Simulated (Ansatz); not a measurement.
C2H3BFNO (`N#CCB(O)F`), relaxed with RKS PBE0-D4/def2-TZVP in Ansatz from a PBE-D4/def2-SVP geometry. The force threshold is 0.005 eV/Å; the program also tests the step.

The species carries charge 0 and has multiplicity 1.

Start:

```xyz
9

N    -1.288   -1.256    2.214
C    -1.040   -0.534    1.325
C    -0.698    0.353    0.221
B     0.595   -0.118   -0.579
O     1.540    0.792   -0.914
F     0.729   -1.403   -0.944
H    -0.560    1.389    0.593
H    -1.550    0.380   -0.495
H     2.273    0.396   -1.422
```

Q: How much energy does the relaxation release, and in how many steps? (Best estimate.)

A: Ansatz gave: 5.45 kJ/mol, in 32 steps, 4 of them rejected.

Q: Which bonds change most? (Best estimate.)

A: The calculation gave: N1–C2 from 1.172 to 1.149 Å; C3–H8 from 1.114 to 1.096 Å; C3–H7 from 1.109 to 1.094 Å; B4–F6 from 1.342 to 1.327 Å.

Q: Give the relaxed structure. (An estimate is asked.)

A: Ansatz gave: 
```xyz
9

N    -1.568   -1.356    1.996
C    -1.154   -0.595    1.241
C    -0.623    0.359    0.291
B     0.662   -0.121   -0.494
O     1.322    0.780   -1.247
F     1.077   -1.381   -0.434
H    -0.399    1.300    0.803
H    -1.399    0.601   -0.445
H     2.082    0.414   -1.710
```
